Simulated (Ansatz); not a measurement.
A trace of molecular dynamics of C₂H₉BO₂Si (15 atoms, charge 0, multiplicity 1).

Method: RKS PBE0-D4/STO-3G (Ansatz).

```json
{"ensemble": "NVE (velocity Verlet)", "starting velocities drawn for": "500 K", "masses": "H 10 u", "seed": "673178"}
```

```json
{"time (fs)": "0", "T (K)": "500", "potential energy less start (eV)": "0.000", "conserved less start (meV/atom)": "0.00"}
{"time (fs)": "3", "T (K)": "387", "potential energy less start (eV)": "0.190", "conserved less start (meV/atom)": "0.06"}
{"time (fs)": "6", "T (K)": "262", "potential energy less start (eV)": "0.402", "conserved less start (meV/atom)": "0.10"}
{"time (fs)": "9", "T (K)": "291", "potential energy less start (eV)": "0.352", "conserved less start (meV/atom)": "0.06"}
{"time (fs)": "12", "T (K)": "310", "potential energy less start (eV)": "0.319", "conserved less start (meV/atom)": "0.03"}
{"time (fs)": "15", "T (K)": "213", "potential energy less start (eV)": "0.483", "conserved less start (meV/atom)": "0.08"}
{"time (fs)": "18", "T (K)": "209", "potential energy less start (eV)": "0.490", "conserved less start (meV/atom)": "0.09"}
{"time (fs)": "21", "T (K)": "322", "potential energy less start (eV)": "0.300", "conserved less start (meV/atom)": "0.02"}
{"time (fs)": "24", "T (K)": "292", "potential energy less start (eV)": "0.350", "conserved less start (meV/atom)": "0.04"}
{"time (fs)": "27", "T (K)": "180", "potential energy less start (eV)": "0.539", "conserved less start (meV/atom)": "0.09"}
{"time (fs)": "30", "T (K)": "183", "potential energy less start (eV)": "0.534", "conserved less start (meV/atom)": "0.07"}
{"time (fs)": "33", "T (K)": "250", "potential energy less start (eV)": "0.421", "conserved less start (meV/atom)": "0.03"}
{"time (fs)": "36", "T (K)": "212", "potential energy less start (eV)": "0.485", "conserved less start (meV/atom)": "0.06"}
{"time (fs)": "39", "T (K)": "182", "potential energy less start (eV)": "0.535", "conserved less start (meV/atom)": "0.09"}
{"time (fs)": "42", "T (K)": "289", "potential energy less start (eV)": "0.355", "conserved less start (meV/atom)": "0.04"}
{"time (fs)": "45", "T (K)": "330", "potential energy less start (eV)": "0.286", "conserved less start (meV/atom)": "0.03"}
{"time (fs)": "48", "T (K)": "253", "potential energy less start (eV)": "0.416", "conserved less start (meV/atom)": "0.07"}
{"time (fs)": "51", "T (K)": "226", "potential energy less start (eV)": "0.462", "conserved less start (meV/atom)": "0.08"}
{"time (fs)": "54", "T (K)": "290", "potential energy less start (eV)": "0.354", "conserved less start (meV/atom)": "0.05"}
{"time (fs)": "57", "T (K)": "299", "potential energy less start (eV)": "0.338", "conserved less start (meV/atom)": "0.04"}
{"time (fs)": "60", "T (K)": "242", "potential energy less start (eV)": "0.435", "conserved less start (meV/atom)": "0.08"}
{"time (fs)": "63", "T (K)": "285", "potential energy less start (eV)": "0.362", "conserved less start (meV/atom)": "0.06"}
{"time (fs)": "66", "T (K)": "343", "potential energy less start (eV)": "0.264", "conserved less start (meV/atom)": "0.02"}
{"time (fs)": "69", "T (K)": "276", "potential energy less start (eV)": "0.377", "conserved less start (meV/atom)": "0.06"}
{"time (fs)": "72", "T (K)": "228", "potential energy less start (eV)": "0.458", "conserved less start (meV/atom)": "0.08"}
{"time (fs)": "75", "T (K)": "277", "potential energy less start (eV)": "0.375", "conserved less start (meV/atom)": "0.04"}
```

**Question.** Can this run be trusted? Judge the integration.

**Answer.** The conserved energy stayed within 0.1 meV per atom of its start (net change 0.042 meV per atom), so the integration is sound. Over the second half the temperature averaged 0.54 of the 500 K drawn at the start: a run that starts near a minimum puts about half its kinetic energy into the potential. A run of 0.075 ps of so small a system gives no equilibrium averages. Limits of this set-up: minimal basis. The time step was 0.5 fs.

Time of the run: 6.4 min on 1 thread of Arm Neoverse V1, on a shared host, peak memory 0.099 GiB.
